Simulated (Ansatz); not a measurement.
Consider the formal hydrolysis of the Si–Si bond: `C[SiH2][SiH2][TeH]` + H₂O → `O[SiH2][TeH]` + `C[SiH3]`.

Program: Ansatz. Geometries: PBE0-D4/def2-TZVP. ΔE: electronic, gas phase. CCSD(T)/CBS is the MP2 limit (def2-TZVPP, def2-QZVPP) plus CCSD(T) − MP2 in def2-TZVPP, frozen cores. This one scheme is used for every species. def2 core potentials past Kr. For Te outer-core shells are correlated without core-valence functions, which leaves a few kJ/mol of doubt a bond. Each species was taken in one conformer, which may not be the lowest.

`C[SiH2][SiH2][TeH]`:

Cartesian coordinates in Å:
```
C -0.391 -1.320 -1.235
Si 0.305 0.393 -0.945
Si 0.867 0.673 1.306
Te -1.179 0.262 2.694
H 0.359 -2.084 -1.020
H -0.710 -1.437 -2.273
H -1.251 -1.495 -0.585
H -0.704 1.438 -1.277
H 1.504 0.632 -1.799
H 1.824 -0.367 1.778
H 1.453 2.009 1.599
H -2.078 1.295 1.757
```

H₂O:

Cartesian coordinates in Å:
```
O -0.219 -0.146 -0.287
H 0.467 -0.596 0.211
H -0.248 0.742 0.076
```

`O[SiH2][TeH]`:

Z-matrix (Å, degrees):
```
Si
Te 1 2.499
O 1 1.643 2 113.5
H 1 1.478 2 108.1 3 116.6
H 1 1.485 2 106.3 3 -123.7
H 2 1.657 1 91.0 3 97.5
H 3 0.959 1 117.4 2 -44.3
```

`C[SiH3]`:

Cartesian coordinates in Å:
```
C -0.436 0.792 0.397
Si 0.390 -0.709 -0.355
H -1.067 0.505 1.240
H -1.062 1.300 -0.340
H 0.310 1.504 0.758
H 1.241 -1.401 0.651
H 1.252 -0.316 -1.502
H -0.627 -1.677 -0.848
```

```csv
species,SCS-MP2/def2-QZVPP energy (Eh)
`C[SiH2][SiH2][TeH]`,-888.51922
H₂O,-76.34808
`O[SiH2][TeH]`,-634.21180
`C[SiH3]`,-330.69024
```

Question: Work out ΔE.

Answer: ΔE = (-634.21180) + (-330.69024) − (-888.51922) − (-76.34808) = -0.03474 Eh = -91.2 kJ/mol. CCSD(T)/CBS gives -78.4 kJ/mol.

Largest T1 diagnostic among the species: 0.011.

The D4 term adds +11.5 kJ/mol with B3LYP and +6.9 kJ/mol with PBE0; it sums over pairs of atoms, weighted by their polarisabilities, and B3LYP, whose exchange is more repulsive, gets the larger term. Leaving LDA and LC-ωPBE aside and taking each functional with its dispersion term where it has one, the values, not all of them listed here, spread over 30.8 kJ/mol, from B2PLYP to revPBE-D4.

B3LYP here is the variant with VWN-RPA as its local correlation; programs differ in this.
